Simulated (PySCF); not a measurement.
# What binds SbH: the parts of the energy along the bond

State: ³Σ⁻, triplet, unpaired electrons π ↑↑. ROHF-based CCSD(T) in PySCF 2.14 with Sb cc-pwCVDZ-PP with ECP28, H aug-cc-pVDZ and Sb cc-pwCVTZ-PP with ECP28, H aug-cc-pVTZ (frozen core orbitals: 4; scalar-relativistic core potentials). Correlation energies are extrapolated as n⁻³ (n = 2, 3), Hartree–Fock as (n+1)·exp(−9√n). All energies in eV from Sb + H.

```json
{"R (Å)": "1.5211", "HF/CBS": "-1.212", "CCSD corr.": "-1.067", "(T)": "-0.0300", "total": "-2.309"}
{"R (Å)": "1.5902", "HF/CBS": "-1.423", "CCSD corr.": "-1.055", "(T)": "-0.0323", "total": "-2.511"}
{"R (Å)": "1.6593", "HF/CBS": "-1.520", "CCSD corr.": "-1.050", "(T)": "-0.0353", "total": "-2.605"}
{"R (Å)": "1.7285", "HF/CBS": "-1.530", "CCSD corr.": "-1.049", "(T)": "-0.0390", "total": "-2.619"}
{"R (Å)": "1.7976", "HF/CBS": "-1.475", "CCSD corr.": "-1.054", "(T)": "-0.0433", "total": "-2.572"}
{"R (Å)": "1.8840", "HF/CBS": "-1.339", "CCSD corr.": "-1.066", "(T)": "-0.0497", "total": "-2.454"}
{"R (Å)": "1.9705", "HF/CBS": "-1.150", "CCSD corr.": "-1.084", "(T)": "-0.0573", "total": "-2.291"}
```

A fit to the total gives Re = 1.7067 Å, De = 2.622 eV, ωe = 1931.1 cm⁻¹, Be = 5.791 cm⁻¹ (masses 120.9038 and 1.0078 u).

Q: At R = 1.7285 Å the CCSD correlation energy is -0.365588 hartree in the smaller basis and -0.551724 in the larger. Extrapolate it.

A: (3³·E3 − 2³·E2)/(3³ − 2³) = -0.63010 hartree; the larger basis holds 87.6 % of it.

The T1 diagnostic is 0.015. The state was picked by a PBE0 search and need not be the measured ground state. Spin–orbit coupling, excitations beyond (T) and corrections to the Born–Oppenheimer picture are left out, and spin–orbit coupling matters for open p, d or f shells this heavy.
